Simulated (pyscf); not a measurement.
## O=V(Cl)(Cl)–Cl, singlet

Gas-phase minimum from PySCF at ωB97X-D3(BJ)/def2-SVP, one conformer. 

```
V
O 1 1.5189
Cl 1 2.1221 2 107.73
Cl 1 2.1222 2 107.78 3 -119.94
Cl 1 2.1222 2 107.76 3 120.05
```

Properties at ωB97X-D3(BJ)/def2-SVP:

```
Item                                                                                                                                                               Value
---------------------------------------------------------------------------------------------------------------------  -------------------------------------------------
Harmonic wavenumbers, unscaled                                                                                         128, 129, 169, 271, 271, 427, 528, 528, 1230 cm⁻¹
Zero-point energy                                                                                                                                           5.3 kcal/mol
Rotational symmetry number                                                                                                                                             3
Entropy of this conformer at 298 K and 1 atm, rigid rotor and harmonic oscillator, modes under 100 cm⁻¹ raised to 100                                    341.8 J/(mol K)
Dipole moment                                                                                                                                                     0.24 D
```

Single-point totals, which compare only within one level:

| level | total energy (hartree) |
|---|---|
| ωB97X-D3(BJ)/def2-TZVP | -2400.08258 |
| PBE/def2-TZVP | -2399.29008 |
| r²SCAN/def2-TZVP | -2399.98658 |
| B3LYP-D3(BJ)/def2-TZVP | -2400.17884 |
| PBE0-D3(BJ)/def2-TZVP | -2399.36092 |
| M06-2X/def2-TZVP | -2399.93190 |
| ωB97M-D3(BJ)/def2-TZVP | -2400.27529 |
